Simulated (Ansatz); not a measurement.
The first iterations of a band of C2H8BClOSi (14 atoms, charge 0, multiplicity 1).

Method: RKS r2SCAN/6-31G (Ansatz 0.2.0).

- movable images: 5
- climbing image: yes
- spring: 5.0 eV/Å²
- optimiser: quadratic models (default)
- start path: through a guess of the saddle point
- force threshold: 0.03 eV/Å
- iteration limit: 26
- end points: relaxed

Initial state:

```xyz
14
Properties=species:S:1:pos:R:3
C -1.123 0.520 -1.166
C -0.332 0.159 0.082
Si 0.076 -1.725 0.240
Cl -1.482 0.580 1.631
B 0.841 1.146 0.457
O 1.980 0.588 0.989
H -0.500 0.313 -2.050
H -2.043 -0.068 -1.254
H -1.384 1.585 -1.177
H 1.079 -2.067 -0.830
H 0.618 -2.073 1.589
H -1.189 -2.494 -0.025
H 0.745 2.328 0.275
H 2.701 1.179 1.268
```

Final state:

```xyz
14
Properties=species:S:1:pos:R:3
C -0.757 0.592 -1.101
C -0.281 0.118 0.270
Si -0.073 -1.809 0.363
Cl -1.694 0.522 1.544
B 0.971 0.874 0.880
O 1.705 1.771 0.139
H 0.008 0.351 -1.856
H -1.687 0.100 -1.405
H -0.936 1.676 -1.111
H 1.035 -2.196 -0.583
H 0.278 -2.233 1.754
H -1.354 -2.448 -0.087
H 1.353 0.676 1.991
H 1.418 1.976 -0.772
```

| iteration | highest image above the first end (eV) | largest band force component (eV/Å) |
| --- | --- | --- |
| 1 | 3.211 | 16.344 |
| 2 | 0.992 | 2.682 |
| 3 | 0.787 | 2.341 |
| 4 | 0.561 | 1.503 |
| 5 | 0.326 | 0.769 |
| 6 | 0.175 | 0.615 |
| 7 | 0.156 | 0.316 |

Task: Does the band converge within its limit, and where does its top end?

Result: It converged. It ended after 23 iterations with the highest image 0.554 eV above the first end. The profile has 2 maxima (images 1, 4) with wells between them (image 3): this band takes more than one step, which may be the mechanism or a detour left from its start path. A structure lower than the first end lies on the path between it and the top, so the climb from that side starts below the end, which may itself be a saddle point or a shallow side well. The dihedral C2–B5–O6–H14 jumps by 93° between images 3 and 4, so the path isn't resolved there. A vibrational analysis at the climbing image gives one clearly imaginary mode, 793i cm⁻¹: a first-order saddle point. Limits of this set-up: no polarisation functions.

Run time: 18 min on 1 thread of Arm Neoverse V1 (shared host), peak memory 0.16 GiB.
